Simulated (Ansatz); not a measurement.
Complex (SMILES): C (CH4) with [H][H] (H2), atoms 1 to 5 the first; geometry from B3LYP-D3(BJ)/def2-TZVP, monomers rigid:
```xyz
7

C     -0.1244    -0.1244     0.1342
H      0.5271     0.4868     0.7574
H     -0.8183    -0.6760     0.7670
H      0.4773    -0.8263    -0.4418
H     -0.6845     0.5170    -0.5450
H      1.8534     1.4427    -1.6637
H      2.3267     1.8195    -2.0969
```

Interaction energy at PBE with Ansatz (a quantum-chemistry and plane-wave program), kcal/mol, without and with the counterpoise correction (monomers among the partner's ghost functions). Cartesian d functions, on some or all atoms, in 6-31+G*; all else is spherical. The program fits the integrals of some runs and decomposes those of others, by size. No added dispersion term, no relativity. Reference, counterpoise-corrected: the value in aug-pcseg-3, -0.20.

```csv
basis,functions,uncorrected,counterpoise,counterpoise correction,mean of both
3-21G,21,-0.36,-0.15,0.21,-0.25
6-31+G*,31,-0.31,-0.16,0.15,-0.23
cc-pVDZ,44,-0.32,-0.20,0.12,-0.26
aug-cc-pVDZ,77,-0.41,-0.20,0.21,-0.30
"6-311++G(3df,3pd)",147,-0.22,-0.20,0.02,-0.21
aug-pcseg-2,184,-0.22,-0.20,0.02,-0.21
aug-cc-pVQZ,356,-0.21,-0.20,0.00,-0.21
aug-pcseg-3,379,-0.20,-0.20,0.00,-0.20
```

The corrected value lies nearer the reference in 8 of 8 rows.
